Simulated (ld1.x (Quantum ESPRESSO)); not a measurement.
## Before and after: TM potential for K (Z = 19)

ld1.x (Quantum ESPRESSO) 7.5 input, shortened:

```
&input
   title='K', zed=19., rel=1, dft='PZ', iswitch=3,
   config='[Ar] 3d1 4s0 4p0 4f-2'
 /
 &inputp
   pseudotype=2, tm=.true., lloc=3,
   nlcc=.true.
 /
4
3S  1  0   2.00   0.00  1.85  1.85  0.0
3P  2  1   6.00   0.00  1.95  1.95  0.0
3D  3  2   1.00   0.00  4.20  4.20  0.0
4F  4  3  -2.00   0.50  3.70  3.70  0.0
 &test
   configts(1)='3s2 3p6 3d1 4s0 4p0'
 /
```

All-electron outer shells of the reference configuration (LDA (PZ), scalar-relativistic, ld1.x):

```json
{"shell": "2s", "level (eV)": "-353.64", "outermost node (bohr)": "0.11", "outermost maximum (bohr)": "0.32"}
{"shell": "2p", "level (eV)": "-281.42", "outermost node (bohr)": "–", "outermost maximum (bohr)": "0.26"}
{"shell": "3s", "level (eV)": "-36.53", "outermost node (bohr)": "0.48", "outermost maximum (bohr)": "1.07"}
{"shell": "3p", "level (eV)": "-20.19", "outermost node (bohr)": "0.45", "outermost maximum (bohr)": "1.15"}
{"shell": "4s", "level (eV)": "-3.14", "outermost node (bohr)": "1.58", "outermost maximum (bohr)": "3.83"}
{"shell": "4p", "level (eV)": "-1.49", "outermost node (bohr)": "1.86", "outermost maximum (bohr)": "5.79"}
{"shell": "3d", "level (eV)": "-0.63", "outermost node (bohr)": "–", "outermost maximum (bohr)": "6.98"}
```

Change: core correction a·sin(br)/r model core inside 2.08 bohr.

Cutoffs: the cutoffs (Ry, on a coarse ladder) from which the occupation-weighted sum of valence levels, in a spherical-Bessel basis at the reference potential, stays within 10 and 1 mRy of its value at 400 Ry; they do not see the model core or the augmentation charge, which bear on the density cutoff. Errors are all-electron minus pseudo energies relative to the spin-unpolarised reference configuration.

**Question.** Predict the effect on cutoff, ghosts and configuration errors.

**Answer.** The potential gets neither clearly harder nor softer (30 Ry and 50 Ry → 30 Ry and 50 Ry); the errors of the 9 common tests hardly move; neither file shows a bound ghost. The default core radius of the base comes out at 0.66 bohr. A wider model core is smoother and lowers the density cutoff, which this test does not measure.

```tsv
quantity	base	changed
cutoff, loose	30 Ry	30 Ry
cutoff, tight	50 Ry	50 Ry
bound ghosts	none	none
error for 3s2 3p6 3d0 4s1 4p0, meV [ΔE -2.51 eV]	+129	+129
error for 3s2 3p6 3d0 4s0 4p0, meV [ΔE 1.89 eV]	+7.8	+7.9
error for 3s2 3p6 3d0 4s0.5 4p0, meV [ΔE -0.80 eV]	+89	+89
error for 3s2 3p6 3d0.5 4s0.5 4p0, meV [ΔE -1.26 eV]	+73	+73
error for 3s2 3p6 3d0 4s0 4p1, meV [ΔE -0.88 eV]	+20	+20
error for 3s2 3p5 3d0 4s1 4p0, meV [ΔE 22.45 eV]	+471	+473
error for 3s1 3p6 3d0 4s1 4p0, meV [ΔE 39.32 eV]	+430	+441
error for 3s2 3p6 3d1 4s0 4p0 (spin-polarised), meV [ΔE -0.06 eV]	+1.7	+1.7
error for 3s2 3p6 3d0 4s1 4p0 (spin-polarised), meV [ΔE -2.65 eV]	+130	+131
s: phases at 4.54 bohr within 0.05 rad from the reference energy up to (Ry; the scan ends near 5)	-0.4	-0.4
p: phases at 4.54 bohr within 0.05 rad from the reference energy up to (Ry; the scan ends near 5)	0.0	0.0
d: phases at 4.54 bohr within 0.05 rad from the reference energy up to (Ry; the scan ends near 5)	0.4	0.4
f: phases at 4.54 bohr within 0.05 rad from the reference energy up to (Ry; the scan ends near 5)	2.3	2.3
```
